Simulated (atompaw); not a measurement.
# PBE PAW (atompaw) dataset for Ti (Z = 22), scalar-relativistic all-electron reference.

```json
{
  "Element": "Ti (Z = 22)",
  "Generator": "atompaw 4.2.0.5",
  "Type": "PAW",
  "Functional": "PBE",
  "Relativity": "scalar-relativistic",
  "Frozen core": "[Ne]",
  "Valence charge": "12",
  "Reference configuration": "3s2 3p6 3d2 4s1.5 4p0.5",
  "Partial waves": "3s (bound); 4s (bound); 3p (bound); 4p (bound); 3d (bound); 3d channel at 0.95 Ry",
  "Local potential": "troulliermartins scheme with l = 3 at 1 Ry, radius 1.45 bohr",
  "Core correction": "smooth core density matched at 1.05 bohr",
  "Augmentation charge": "besselshape compensation charge, radius 1.35 bohr; PAW radius 1.75 bohr; waves and projectors: bloechl"
}
```

All-electron outer shells of the reference configuration (PBE, scalar-relativistic, ld1.x):

```tsv
shell	level (eV)	outermost node (bohr)	outermost maximum (bohr)
2s	-537.60	0.09	0.27
2p	-444.93	–	0.22
3s	-63.32	0.40	0.87
3p	-39.55	0.37	0.90
3d	-4.89	–	0.98
4s	-4.86	1.24	2.88
4p	-1.79	1.38	3.75
```

(1) Estimate the cutoffs (Ry, on a coarse ladder) from which the occupation-weighted sum of valence levels, in a spherical-Bessel basis at the reference potential, stays within 10 and 1 mRy of its value at 400 Ry.

(2) What does a ghost test show?

(3) Is the overlap operator S = 1 + Σ q|β⟩⟨β| positive definite (Bessel basis up to 400 Ry)?

Answers

(1) 70 Ry and 100 Ry.

(2) No extra level below or beside the all-electron valence levels (s, p, d, f tested).

(3) Yes: its lowest eigenvalue is 0.45 (s channel).
